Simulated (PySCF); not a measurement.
B(F)(Me)(Et) (C3H8BF), SMILES CCB(C)F. Heavy atoms are numbered as in [B:1]([F:2])([CH3:3])[CH2:7][CH3:8]. Hydrogens are named by the atom that carries them.

Coordinates come from a B3LYP-D3(BJ)/def2-SVP optimisation. The values are those of a single conformer.

Calculation: PBE/pcSseg-1 (PySCF).

GIAO shieldings, no solvent; atoms alike by connectivity are averaged. δ = σ(ref) − σ: ¹¹B against BF3 (σ = 83.9 ppm); ¹⁹F against CFCl3 (σ = 133.6 ppm); ¹³C against TMS (σ = 182.0 ppm); ¹H against TMS (σ = 31.49 ppm), references at their B3LYP-D3(BJ)/def2-TZVP geometries, non-relativistic.

Computed chemical shifts:
```csv
nucleus,atoms,count,δ (ppm)
¹¹B,B1,1,50.4
¹⁹F,F2,1,-27.6
¹³C,C7 (CH2),1,23.1
¹³C,C8 (CH3),1,10.2
¹³C,C3 (CH3),1,7.1
¹H,H on C7,2,1.53
¹H,H on C8,3,1.25
¹H,H on C3,3,0.72
```
